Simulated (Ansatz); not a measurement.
Basis-set extrapolation for `COC(=O)C(C)(C)C` (PBE0-D4/def2-TZVP geometry, frozen core, Ansatz). Multiplicity 1, RHF reference.

```
                      def2-TZVPP   def2-QZVPP
                 HF  -384.091992  -384.109521
    MP2 correlation    -1.497648    -1.599474
CCSD(T) correlation    -1.617830      not run
```

Energies in hartree. Use E(X) = E(∞) + A·exp(−7.88·√X) for Hartree–Fock and E(X) = E(∞) + B·X^(−2.97) for correlation, with X = 3 and 4, and add CCSD(T) minus MP2 of the smaller set to the MP2 limit.

Task: What is the CCSD(T) energy at the basis-set limit?

Result: HF limit: -384.109521 + (-0.017529) × 0.13774 = -384.11194. MP2 limit: -1.599474 + (-0.101826) × 0.74074 = -1.67490. Higher-order term: -1.617830 − (-1.497648) = -0.12018. Total: -385.90702 hartree, 123.7 kcal/mol below CCSD(T)/def2-TZVPP.
